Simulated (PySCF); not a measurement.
C2Hf, SMILES [Hf]1[C][C]1 (connectivity only; charge and spin as stated), neutral, multiplicity 1.

Coordinates come from a PBE-D3(BJ)/def2-TZVP optimisation. The geometry has at least one imaginary mode, so it is a saddle point at that level. The spin state was assumed, not searched. The def2 effective core potentials stand for the cores of Hf; spin–orbit coupling is left out.

Calculation: PBE-D3(BJ)/def2-TZVP (PySCF 2.14.0).

Frequencies are harmonic and unscaled.

Task: List the normal modes with their intensities. (The exact figures need the calculation; the answer reports its results.)

Result: 
| mode | ν (cm⁻¹) | IR (km/mol) | moving atoms (share of kinetic energy) |
|---|---|---|---|
| 1 | 428i | 6.4 | C 99 % |
| 2 | 591 | 95.3 | C 88 %, Hf 12 % |
| 3 | 1776 | 13.7 | C 100 % |
